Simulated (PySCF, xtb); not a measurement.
H₃NbO₃, SMILES [OH][Nb]([OH])[OH] (connectivity only; charge and spin as stated), neutral, multiplicity 3. One conformer was computed; it need not be the lowest.

Harmonic wavenumbers (cm⁻¹) from GFN2-xTB in xtb 6.7.1 at its own minimum, in rising order: 130, 167, 180, 210, 337, 505, 526, 533, 547, 600, 682, 783, 3461, 3580, 3595.

Task: What does B3LYP-D3(BJ)/def2-SVP (PySCF 2.14.0) give at its own minimum? (An estimate is asked for; the answer gives what the named calculation found.)

Result: 95, 160, 161, 225, 279, 349, 352, 406, 648, 675, 720, 730, 3766, 3964, 3969. Paired by order, the mean absolute difference is 128 cm⁻¹ and the zero-point energies are 22.6 and 23.6 kcal/mol.
